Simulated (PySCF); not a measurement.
PySCF input for CrO3, SMILES [O]=[Cr](=[O])=[O], multiplicity 1, PBE0-D3(BJ)/def2-SVP. The structure is a stationary point at PBE0-D3(BJ)/def2-SVP. The spin state was assumed, not searched. The isomer is the one that the SMILES or the coordinates give; other isomers of the formula were not compared.

```python
import numpy as np
from pyscf import gto, scf, dft
from pyscf.hessian import thermo

mol = gto.M(
    atom='''
    Cr   -0.00000000   -0.00000000    0.19573981
    O     1.30034587   -0.75075504   -0.19573981
    O    -1.30034587   -0.75075504   -0.19573981
    O    -0.00000000    1.50151008   -0.19573981
    ''',
    basis='def2-SVP',
    charge=0,
    spin=0,
    max_memory=1600,
    verbose=3,
)
mf = dft.RKS(mol, xc='pbe0').density_fit(auxbasis='def2-universal-jkfit')
mf.disp = 'd3bj'
mf.grids.level = 3
mf.conv_tol = 1e-11
mf.max_cycle = 100
mf.kernel()

# [left out here: the lines that compute and print the analytic Hessian (its translational invariance restored by hand, since the grid's response is missing), thermochemistry and intensities]
```

Output:

```
converged SCF energy = -1269.32520863651

WARN: DFTD3 does not support analytical Hessian, using finite difference


WARN: Mole.unit (angstrom) is changed to Bohr

Mode                                 0                   1                   2
Irrep
Freq [cm^-1]                      250.9107            401.8802            401.9012
Reduced mass [au]                  22.6076             17.4231             17.4231
Force const [Dyne/A]                0.8386              1.6579              1.6581
Char temp [K]                     361.0046            578.2161            578.2463
Normal mode                   x     y     z       x     y     z       x     y     z
       0  Cr                -0.00  0.00  0.09   -0.00  0.05  0.00    0.05  0.00  0.00
       1   O                -0.04  0.03 -0.10   -0.11 -0.11 -0.01    0.01 -0.11  0.02
       2   O                 0.04  0.03 -0.10    0.11 -0.12 -0.01    0.01  0.10 -0.02
       3   O                 0.00 -0.05 -0.10    0.01  0.07  0.03   -0.18  0.00  0.00
Mode                                 3                   4                   5
Irrep
Freq [cm^-1]                     1081.4510           1146.0109           1146.0167
Reduced mass [au]                  16.6655             20.7410             20.7410
Force const [Dyne/A]               11.4837             16.0494             16.0495
Char temp [K]                    1555.9672           1648.8545           1648.8628
Normal mode                   x     y     z       x     y     z       x     y     z
       0  Cr                -0.00  0.00  0.03   -0.00 -0.08  0.00    0.08 -0.00  0.00
       1   O                 0.12 -0.07 -0.04   -0.06  0.05  0.02   -0.12  0.06  0.04
       2   O                -0.12 -0.07 -0.04    0.07  0.05  0.02   -0.12 -0.06 -0.04
       3   O                 0.00  0.14 -0.04    0.00  0.16 -0.05   -0.01  0.00 -0.00
temperature 298.1500 [K]
pressure 101325.00 [Pa]
Rotational constants [GHz] 8.72390 8.72390 4.67032
Symmetry number 3
Zero-point energy (ZPE) 0.01009 [Eh]   26486.342 [J/mol]
                           tot       elec      trans        rot        vib
Entropy [J/mol/K]       274.715      0.000    166.179     92.611     15.925
Cv [J/mol/K]             47.852      0.000     12.472     12.472     22.909
Cp [J/mol/K]             56.167      0.000     20.786     12.472     22.909
Internal energy [J/mol]                      3718.434   3718.434  29554.587
Internal energy [Eh]   -1269.31112  -1269.32521
Enthalpy [J/mol]                             6197.391   3718.434  29554.587
Enthalpy [Eh]          -1269.31018
Gibbs free energy [J/mol]                  -43348.942 -23893.507  24806.573
Gibbs free energy [Eh] -1269.34137
static polarisability / bohr^3: [[35.171 -0.     0.   ]
 [-0.    35.171 -0.   ]
 [-0.    -0.    15.34 ]]
largest difference of analytic and finite-field dipole derivatives / e: 0.00018796308934332373
mode   freq/cm-1   IR/(km/mol)   Raman/(A^4/amu)   depolarisation
   1      250.91        68.135             0.382            0.002
   2      401.88         0.320             5.313            0.750
   3      401.90         0.321             5.312            0.750
   4     1081.45         7.057            25.050            0.093
   5     1146.01       206.188             7.156            0.750
   6     1146.02       206.140             7.155            0.750
max |gradient| / (hartree/bohr): 5.406813003023669e-05
APT charges: [ 1.8359 -0.6119 -0.6119 -0.612 ]
```

Self-consistency was reached.
